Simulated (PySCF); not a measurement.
Compound: C2H10N2Si.
Geometry (GFN2-xTB, Å), atoms numbered from 1 in this order:
```
atom  x, y, z in Å
C1    -1.9230    0.3864   -0.6826
C2    -0.5087   -0.0670   -1.0244
Si3    0.5321   -0.4462    0.5285
N4     0.8315    0.8533    1.6269
N5     2.1120   -0.8411   -0.0464
H6    -2.4445   -0.3818   -0.1157
H7    -2.5010    0.5929   -1.5829
H8    -1.9003    1.2918   -0.0791
H9    -0.5715   -0.9509   -1.6606
H10   -0.0231    0.7059   -1.6230
H11   -0.1660   -1.4535    1.3447
H12    0.0397    1.2997    2.0591
H13    1.5038    1.5508    1.3501
H14    2.1910   -1.5401   -0.7663
H15    2.8236   -0.9922    0.6497
```

A calculation gives these core lines: C 1s: 289.70 (area 1), 290.41 (area 1) eV; N 1s: 404.32 eV; Si 1s: 1846.40 eV; Si 2p3/2: 106.43 eV.

Computed with PySCF 2.14.0, delta-SCF UKS SCAN, pcX-2 on the ionised atom, pcseg-1 elsewhere, spin-free X2C. Isolated species at its GFN2-xTB geometry (one conformer only).

Assign the C 1s lines to atoms.

289.70 eV: C2 (sp3 carbon bound to silicon); 290.41 eV: C1 (methyl carbon). The listed C 1s values span 0.71 eV, from C2 (bonded to C, 2 H and Si) to C1 (bonded to C and 3 H). Summing the Pauling electronegativity differences to the bonded atoms, each weighted by its formal bond order, gives -1.35 for the lowest site and -1.05 for the highest.

Bonded neighbours of each site: C1: C and 3 H; C2: C, 2 H and Si; Si3: 2 N, C and H; N4/N5: 2 H and Si.

Which photon wavelength matches the C 1s of C2 threshold?

λ = hc/E = 12398.42 eV Å / 289.70 eV = 42.797 Å.

One atom of each set of topologically equivalent atoms was ionised and stands for the set; in this conformer not all members are related by symmetry, and their own values weren't computed. Spin–orbit coupling isn't in the SCF: each 2p doublet comes from a relaxed spin-free hole plus a matrix of the shell (mean-field spin–orbit coupling and the ground-state 2p splitting), with 2p3/2 averaged over its two sublevels. 2p1/2 minus 2p3/2 (ligand field included): Si 0.63 eV.

Time: 2.5 min of wall time; peak memory 0.60 GiB. Hardware: one thread of an Intel Xeon at 2.50 GHz, no GPU, on a shared host.
